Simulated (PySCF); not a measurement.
Gas-phase reaction: 6 BO + 3 BH₂ = 2 B₃O₃H₃ + 3 B, at 800 K and a standard pressure of 1 bar. Level: MP2/def2-TZVPP†.

Energies from PySCF, thermal terms from the rigid-rotor harmonic-oscillator model, ideal gas at 1 bar. S°(298 K) at PBE0/def2-TZVP differs from the NASA 1993 table for BH₂ (+14 J/mol/K); whether the harmonic model or the table's entry is off was not settled. † marks an energy on the PBE0/def2-TZVP geometry and frequencies. MP2 freezes the core. Open shells (unrestricted): BO (multiplicity 2), BH₂ (multiplicity 2), B (multiplicity 2, electronic degeneracy 6); the rest are closed-shell singlets. Spin-orbit splitting is ignored; it lowers the true energy and changes the entropy of B. MP2 isn't extrapolated to the basis-set limit; its ΔH°(298 K) is -1504.0 kJ in def2-SVP and -1574.8 kJ in def2-TZVPP. The harmonic model lacks anharmonicity and excited electronic states, which grow with temperature; levels with a mode under 35 cm⁻¹ are left out.

```csv
species,E (Ha),H(800 K) − E (kJ/mol),S°(800 K) (J/mol/K)
BO,-99.85701,35.6,233.2
BH₂,-25.84303,67.4,231.8
B₃O₃H₃,-301.78577,223.6,405.3
B,-24.57584,16.6,174.0
```
E: electronic energy; H − E holds the zero-point and thermal terms. 1 Ha = 2625.5 kJ/mol.

Work out ΔH°, ΔS°, ΔG° and log10 K from these numbers.

1. ΔE = 2×(-301.78577) + 3×(-24.57584) − 6×(-99.85701) − 3×(-25.84303) = -0.62791 Ha = -1648.6 kJ.
2. Δ(H − E) = 2×(223.6) + 3×(16.6) − 6×(35.6) − 3×(67.4) = 81.2 kJ, so ΔH° = -1567.4 kJ.
3. ΔS° = 2×(405.3) + 3×(174.0) − 6×(233.2) − 3×(231.8) = -762.0 J/K; the number of gas molecules changes by -4.
4. ΔG° = ΔH° − TΔS° = -1567.4 − 800×(-762.0)/1000 = -957.8 kJ.
5. log10 K = −ΔG°/(RT ln 10) = 62.52, with RT ln 10 = 15.32 kJ/mol; at standard pressures the products are favoured.
6. A shift of 10 kJ in ΔE would move log10 K by 0.65 here.
For scale, ΔH°(298 K) is -1575 kJ at this level, -1729 kJ at ωB97M-V/def2-TZVP†, and runs from -1812 to -907 kJ over the 20 levels computed; the NASA 1993 table gives -1358 kJ (entries not checked at source). After a fit of one offset per element over all species, the range-separated, M06-2X, PBE0/def2-QZVP and CCSD(T)/def2-TZVPP enthalpies, where run, lie to one side of the table for BO (+18 kJ/mol), BH₂ (+121 kJ/mol), B₃O₃H₃ (+31 kJ/mol): a fault of the table's entry, another state or a shared error of the levels is possible; this was not checked at source.
